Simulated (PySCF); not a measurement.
# UHF on Si⁺ (silicon, charge +1)

Configuration: [Ne] 3s2 3p1, 2P determinant. All numbers are calculated (PySCF 2.14, the spin-free X2C one-electron Hamiltonian (Gaussian nucleus), in x2c-SVPall (4s3p1d, 18 functions)).

```json
{
 "Total energy": "-289.067590 hartree",
 "One-electron energy": "-396.5265 hartree",
 "Hartree (Coulomb) energy": "127.5882 hartree",
 "Exchange energy": "-20.1293 hartree",
 "⟨S²⟩": "0.7608",
 "⟨L²⟩": "2.033",
 "Sum of ⟨r⟩": "11.25 bohr",
 "Sum of ⟨r²⟩": "20.46 bohr²",
 "Traceless quadrupole moment −½Σ⟨3z² − r²⟩ along its main axis": "-2.98 e·bohr²",
 "Langevin diamagnetic susceptibility": "-16.2 ×10⁻⁶ cm³/mol",
 "Time after the integrals": "0.05 s of wall time on 1 thread of Neoverse-V1 (shared host)"
}
```

| shell | electrons | mean orbital energy (eV) | spread (eV) | rms radius, mean of both spins (bohr) |
| --- | --- | --- | --- | --- |
| 1s α | 1 | -1886.0 | 0 | 0.129 |
| 1s β | 1 | -1885.8 | 0 | 0.129 |
| 2s α | 1 | -177.93 | 0 | 0.613 |
| 2s β | 1 | -177.74 | 0 | 0.613 |
| 2p α | 3 | -125.58 | 0.318 | 0.599 |
| 2p β | 3 | -125.24 | 0.451 | 0.599 |
| 3s α | 1 | -24.058 | 0 | 2.25 |
| 3s β | 1 | -21.694 | 0 | 2.25 |
| 3p α | 1 | -16.114 | 0 | 2.72 |

Densities and radii are taken from the X2C orbitals without a picture-change correction, which distorts them close to the nucleus.
